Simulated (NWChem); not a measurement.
All runs are NWChem calculations. System: C$_{4}$H$_{5}$O$_{2}$, charge 0, spin multiplicity 2, at a geometry optimised with UB3LYP/def2-SVP. The structure started from a generated list of species. Its SCF solution wasn't tested for a lower state. Level: UHF/def2-SVP.

Job file:

```
start mol
memory heap 200 mb stack 900 mb global 1100 mb
geometry units angstroms nocenter noautoz
  C     -0.140384     2.207729     0.000000
  C     -0.110102     0.712234     0.000000
  O     -1.314415     0.160668     0.000000
  C      1.047375    -0.033425     0.000000
  C      0.958471    -1.467590     0.000000
  O     -0.039661    -2.149942     0.000000
  H     -0.689945     2.566532     0.885580
  H      0.870303     2.634058     0.000000
  H     -0.689945     2.566532    -0.885580
  H     -1.209970    -0.822706     0.000000
  H      2.019998     0.456093     0.000000
  symmetry group Cs
end
basis spherical
  * library def2-svp
end
scf
  uhf
  nopen 1
  maxiter 100
  thresh 1e-7
  semidirect memsize 60000000 filesize 0
  # guess.movecs holds the orbitals of an unrestricted PBE0 run
  vectors input guess.movecs output mol.movecs
end
task scf energy
```

Output (cleaned and shortened):

```
             Northwest Computational Chemistry Package (NWChem) 7.3.0
             --------------------------------------------------------

                                NWChem Input Module
                                -------------------

 Scaling coordinates for geometry "geometry" by  1.889725989
 (inverse scale =  0.529177249)

 Turning off AUTOSYM since
 SYMMETRY directive was detected!

                             Geometry "geometry" -> ""
                             -------------------------

 Output coordinates in angstroms (scale by  1.889725989 to convert to a.u.)

  No.       Tag          Charge          X              Y              Z
 ---- ---------------- ---------- -------------- -------------- --------------
    1 C                    6.0000    -0.14038400     2.20772900     0.00000000
    2 C                    6.0000    -0.11010200     0.71223400     0.00000000
    3 O                    8.0000    -1.31441500     0.16066800     0.00000000
    4 C                    6.0000     1.04737500    -0.03342500     0.00000000
    5 C                    6.0000     0.95847100    -1.46759000     0.00000000
    6 O                    8.0000    -0.03966100    -2.14994200     0.00000000
    7 H                    1.0000    -0.68994500     2.56653200     0.88558000
    8 H                    1.0000     0.87030300     2.63405800     0.00000000
    9 H                    1.0000    -0.68994500     2.56653200    -0.88558000
   10 H                    1.0000    -1.20997000    -0.82270600     0.00000000
   11 H                    1.0000     2.01999800     0.45609300     0.00000000

 Effective nuclear repulsion energy (a.u.)     218.2467169280

            Nuclear Dipole moment (a.u.)
            ----------------------------
        X                 Y               Z
 ---------------- ---------------- ----------------
    -0.0000132281     0.0000094486     0.0000000000

      Symmetry information
      --------------------

 Group name             Cs
 Group number              2
 Group order               2
 No. of unique centers    10

      Symmetry unique atoms

     1    2    3    4    5    6    7    8   10   11


 Summary of "ao basis" -> "" (spherical)
 ------------------------------------------------------------------------------
       Tag                 Description            Shells   Functions and Types
 ---------------- ------------------------------  ------  ---------------------
 *                          def2-svp                  on all atoms

 Summary of "ao basis" -> "ao basis" (spherical)
 ------------------------------------------------------------------------------
       Tag                 Description            Shells   Functions and Types
 ---------------- ------------------------------  ------  ---------------------
 C                          def2-svp                 6       14   3s2p1d
 O                          def2-svp                 6       14   3s2p1d
 H                          def2-svp                 3        5   2s1p

                                 NWChem SCF Module
                                 -----------------

  ao basis        = "ao basis"
  functions       =   109
  atoms           =    11
  alpha electrons =    23
  beta  electrons =    22
  charge          =   0.00
  wavefunction    = UHF
  use symmetry    = T
  symmetry adapt  = T

 Summary of "ao basis" -> "ao basis" (spherical)
 ------------------------------------------------------------------------------
       Tag                 Description            Shells   Functions and Types
[...]
    37     -0.223453   3 O  pz               76     -0.205418   6 O  pz
    79     -0.179732   6 O  pz               23      0.153750   2 C  pz

 Vector   23  Occ=0.000000D+00  E= 9.820595D-02  Symmetry=a"
              MO Center=  2.5D-01, -5.8D-02,  2.2D-13, r^2= 3.7D+00
   Bfn.  Coefficient  Atom+Function         Bfn.  Coefficient  Atom+Function
  ----- ------------  ---------------      ----- ------------  ---------------
    23      0.570233   2 C  pz               20      0.413217   2 C  pz
    65     -0.361083   5 C  pz               86     -0.349208   7 H  s
    96      0.349208   9 H  s                62     -0.280391   5 C  pz
    51     -0.277301   4 C  pz               79      0.278638   6 O  pz
    37     -0.246099   3 O  pz               76      0.215220   6 O  pz

 Vector   24  Occ=0.000000D+00  E= 1.226764D-01  Symmetry=a'
              MO Center=  1.0D+00, -1.5D+00,  1.2D-14, r^2= 2.6D+00
   Bfn.  Coefficient  Atom+Function         Bfn.  Coefficient  Atom+Function
  ----- ------------  ---------------      ----- ------------  ---------------
    59      0.756160   5 C  s                 3     -0.578047   1 C  s
    45     -0.474981   4 C  s                63      0.451687   5 C  px
    17      0.375016   2 C  s               101      0.326109  10 H  s
    60      0.305909   5 C  px               78      0.221438   6 O  py
    61     -0.197786   5 C  py               77     -0.198606   6 O  px

 Vector   25  Occ=0.000000D+00  E= 1.736410D-01  Symmetry=a'
              MO Center=  4.1D-01,  2.4D+00,  9.9D-15, r^2= 5.7D+00
   Bfn.  Coefficient  Atom+Function         Bfn.  Coefficient  Atom+Function
  ----- ------------  ---------------      ----- ------------  ---------------
     3      3.201956   1 C  s                91     -1.358203   8 H  s
    86     -1.133976   7 H  s                96     -1.133976   9 H  s
   106     -0.849119  11 H  s                22     -0.566506   2 C  py
    49      0.529086   4 C  px               17     -0.524054   2 C  s
    50      0.400720   4 C  py               59      0.305763   5 C  s

 center of mass
 --------------
 x =  -0.00647204 y =  -0.16296038 z =   0.00000000

 moments of inertia (a.u.)
 ------------------
         667.399182445748          83.299479981747           0.000000000000
          83.299479981747         218.262326863266           0.000000000000
           0.000000000000           0.000000000000         874.371393681120

  Mulliken analysis of the total density
  --------------------------------------

    Atom       Charge   Shell Charges
 -----------   ------   -------------------------------------------------------
    1 C    6     5.98   1.99  0.86  0.17  2.06  0.86  0.03
    2 C    6     5.79   1.99  0.94  0.19  1.89  0.69  0.10
    3 O    8     8.35   1.99  1.06  0.66  2.86  1.75  0.02
    4 C    6     6.33   1.99  0.85  0.33  2.09  1.04  0.04
    5 C    6     5.67   1.99  0.96  0.27  1.79  0.56  0.10
    6 O    8     8.42   1.99  1.08  0.73  2.80  1.80  0.02
    7 H    1     0.92   0.74  0.16  0.03
    8 H    1     0.94   0.75  0.17  0.03
    9 H    1     0.92   0.74  0.16  0.03
   10 H    1     0.74   0.61  0.05  0.08
   11 H    1     0.93   0.74  0.16  0.03

  Mulliken analysis of the alpha density
  --------------------------------------

    Atom       Charge   Shell Charges
 -----------   ------   -------------------------------------------------------
    1 C    6     3.00   0.99  0.43  0.08  1.04  0.43  0.02
    2 C    6     2.88   0.99  0.47  0.09  0.94  0.33  0.05
    3 O    8     4.17   1.00  0.53  0.33  1.43  0.88  0.01
    4 C    6     3.17   0.99  0.44  0.16  1.08  0.49  0.02
    5 C    6     3.25   1.00  0.53  0.21  1.11  0.36  0.05
    6 O    8     4.29   1.00  0.55  0.36  1.47  0.90  0.01
    7 H    1     0.46   0.37  0.08  0.01
    8 H    1     0.47   0.38  0.08  0.01
    9 H    1     0.46   0.37  0.08  0.01
   10 H    1     0.37   0.31  0.03  0.04
   11 H    1     0.46   0.37  0.08  0.01

   Mulliken analysis of the beta density
   -------------------------------------

    Atom       Charge   Shell Charges
 -----------   ------   -------------------------------------------------------
    1 C    6     2.98   0.99  0.43  0.09  1.03  0.43  0.02
    2 C    6     2.91   0.99  0.47  0.10  0.95  0.35  0.05
    3 O    8     4.17   1.00  0.53  0.33  1.43  0.88  0.01
    4 C    6     3.15   0.99  0.42  0.17  1.01  0.55  0.02
    5 C    6     2.42   1.00  0.43  0.06  0.68  0.20  0.05
    6 O    8     4.13   1.00  0.53  0.37  1.32  0.90  0.01
    7 H    1     0.46   0.37  0.08  0.01
    8 H    1     0.47   0.38  0.08  0.01
    9 H    1     0.46   0.37  0.08  0.01
   10 H    1     0.37   0.31  0.02  0.04
   11 H    1     0.47   0.37  0.08  0.01

   Mulliken analysis of the spin density
   -------------------------------------

    Atom       Charge   Shell Charges
 -----------   ------   -------------------------------------------------------
    1 C    6     0.01   0.00  0.00 -0.00  0.01  0.00 -0.00
    2 C    6    -0.03   0.00  0.00 -0.00 -0.01 -0.02  0.00
    3 O    8    -0.00  -0.00 -0.00  0.00 -0.00  0.00  0.00
    4 C    6     0.02   0.00  0.02 -0.01  0.06 -0.06  0.00
    5 C    6     0.84   0.00  0.10  0.15  0.42  0.16  0.00
    6 O    8     0.16   0.00  0.02 -0.00  0.15 -0.01 -0.00
    7 H    1    -0.00  -0.00 -0.00  0.00
    8 H    1    -0.00  -0.00 -0.00  0.00
    9 H    1    -0.00  -0.00 -0.00  0.00
   10 H    1     0.00  -0.00  0.00  0.00
   11 H    1    -0.01  -0.00 -0.00  0.00

       Multipole analysis of the density wrt the origin
       ------------------------------------------------

     L   x y z        total         alpha         beta         nuclear
     -   - - -        -----         -----         ----         -------
     0   0 0 0     -0.000000    -23.000000    -22.000000     45.000000

     1   1 0 0      0.340751     -0.899586      1.240351     -0.000013
     1   0 1 0      1.359395      2.248342     -0.888957      0.000009
     1   0 0 1      0.000000      0.000000     -0.000000      0.000000

     2   2 0 0    -26.722096    -76.128287    -69.770653    119.176844
     2   1 1 0      0.611587     23.792529     17.242315    -40.423257
     2   1 0 1     -0.000000     -0.000000     -0.000000      0.000000
     2   0 2 0    -27.969453   -204.159517   -193.056245    369.246309
     2   0 1 1      0.000000      0.000000      0.000000      0.000000
     2   0 0 2    -26.551676    -16.375083    -15.777820      5.601228

 Task  times  cpu:        6.9s     wall:        6.9s

 Total times  cpu:        7.0s     wall:        7.0s
```
